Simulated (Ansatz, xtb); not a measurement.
# AlH6O3P: which of two structures lies lower

Structure a is a singlet given by its coordinates and structure b is a singlet given by its coordinates. Both are isolated molecules in the gas phase, relaxed with PBE0-D4/def2-SVP.

a (Å):

```tsv
atom	x (Å)	y (Å)	z (Å)
Al	-0.6428	-0.7454	-1.7207
O	-2.1024	0.0468	-2.1882
O	0.7320	0.3140	-2.1687
O	-0.0317	-1.8473	-3.1206
P	1.0515	-1.1417	-3.9639
H	-2.9617	-0.2036	-1.8479
H	-0.5736	-1.5519	-0.3539
H	0.6392	1.2697	-2.1961
H	1.2954	-2.0304	-5.0452
H	2.3445	-0.9830	-3.4337
H	0.7310	0.0413	-4.6576
```

Close contacts (Å): Al1–O2 1.73, Al1–O3 1.79, Al1–O4 1.88, Al1–P5 2.84, O4–P5 1.54, Al1–H7 1.59, O2–H6 0.96, O3–H8 0.96, P5–H9 1.42, P5–H10 1.41, P5–H11 1.41.

b (Å):

```xyz
11

Al   -0.6380   -0.7398   -1.6503
O    -2.3195   -0.3986   -1.6464
O     0.4493    0.4774   -2.3979
O    -0.1465   -1.7845   -3.1505
P     0.9618   -1.1347   -4.0014
H    -2.8045   -0.0073   -2.3724
H    -0.1021   -1.4016   -0.3103
H     0.9244    1.1786   -1.9481
H     1.2611   -2.0954   -5.0038
H     2.2332   -0.9234   -3.4347
H     0.6622   -0.0022   -4.7809
```

Close contacts (Å): Al1–O2 1.72, Al1–O3 1.80, Al1–O4 1.89, Al1–P5 2.87, O4–P5 1.54, Al1–H7 1.59, O2–H6 0.96, O3–H8 0.96, P5–H9 1.42, P5–H10 1.41, P5–H11 1.41.

**Question.** Estimate E(b) − E(a) at the level CCSD(T)/def2-SVP + ΔMP2/def2-TZVPP.

**Answer.** Calculated at CCSD(T)/def2-SVP + ΔMP2/def2-TZVPP: E(b) − E(a) = +1.25 kcal/mol, so structure a lies lower.

How the difference moves with the method:

```
                             level          geometry  E(b) − E(a) (kcal/mol)  departure from the last row (kcal/mol)  job, with rough time for the two
                  PBE0-D4/def2-SVP  PBE0-D4/def2-SVP                     +1.62                                   +0.37                optimisation, 32 s
                       HF/def2-SVP  PBE0-D4/def2-SVP                     +1.09                                   −0.17           part of the CCSD(T) run
                      MP2/def2-SVP  PBE0-D4/def2-SVP                     +1.41                                   +0.16           part of the CCSD(T) run
                  CCSD(T)/def2-SVP  PBE0-D4/def2-SVP                     +1.41                                   +0.16                      single point
CCSD(T)/def2-SVP + ΔMP2/def2-TZVPP  PBE0-D4/def2-SVP                     +1.25                                                        single point, 20 s
```

None of the levels shown reverses the order. The largest departure from CCSD(T)/def2-SVP + ΔMP2/def2-TZVPP is that of PBE0-D4/def2-SVP, 0.37 kcal/mol. Levels run at GFN2-xTB geometries aren't shown. The last row adds to CCSD(T) the change of the MP2 difference between the two basis sets, here −0.16 kcal/mol.

With harmonic frequencies from PBE0-D4/def2-SVP (ideal gas, rigid rotor, one conformer each, 298.15 K, 1 atm): on the last row, ΔE + ΔZPE = +0.98, ΔH = +1.14, ΔG = +0.78 kcal/mol.

The correlated steps freeze 13 core orbitals. Programs: Ansatz 0.2.0; the last row on 2 threads of Intel(R) Xeon(R) 6975P-C (Granite Rapids) on a shared host.
